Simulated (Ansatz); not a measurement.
A run on CHF₂NSi (`FC1=N[SiH]1F`) with other settings.

```yaml
crystal:
  periodic: [false, false, false]
  atoms:
    - {symbol: F, position_ang: [1.465742, -1.643887, 0.786242]}
    - {symbol: C, position_ang: [0.546811, -0.816336, 0.353218]}
    - {symbol: N, position_ang: [-0.644301, -1.095940, -0.001736]}
    - {symbol: Si, position_ang: [-0.294483, 0.619113, -0.190424]}
    - {symbol: F, position_ang: [-0.111779, 1.223550, -1.639335]}
    - {symbol: H, position_ang: [-0.919891, 1.649401, 0.645735]}
basis:
  gaussian: {orbitals: x2c-TZVPPall, final_grid: {core_spheres: 20, valence_spheres: 16, degree: 47}}
hamiltonian: {xc: {name: wB97X}}
```

```sh
$ ansatz run in.yaml --threads 2 --pin off --events-out ev --progress --plain --max-ram 4352MiB
```

It prints (some lines left out):

```
Functional definition: wB97X
1008 factors; their error is unknown
196 factors; integrals over basis functions are off by at most 8.0e-6 eV
mean field evaluation 1: about -15873.5303 eV, gradient 5.6e1 eV
mean field evaluation 2: about -15872.2528 eV, gradient 6.3e1 eV
mean field evaluation 4: about -15878.9572 eV, gradient 3.0e0 eV
mean field evaluation 8: about -15878.9925 eV, gradient 3.0e-1 eV
mean field evaluation 16: about -15878.9926 eV, gradient 1.0e-4 eV
mean field -15878.99260835 eV, -583.5422151892 hartree, gradient 6.4e-5 eV, S^2 0.000000; 0 other end points of the search recorded, 0 dependent functions left out
reference -15878.99258298 eV, -583.5422142567 hartree; 23, 23 occupied and 157, 157 virtual orbitals, 1008 factors
Total energy: -15878.99258298 eV, -583.5422142567 hartree
Relativity: scalar
```

Run time 4.2 s (2 threads of an Arm Neoverse V2 on a shared host); peak host memory 0.42 GiB.
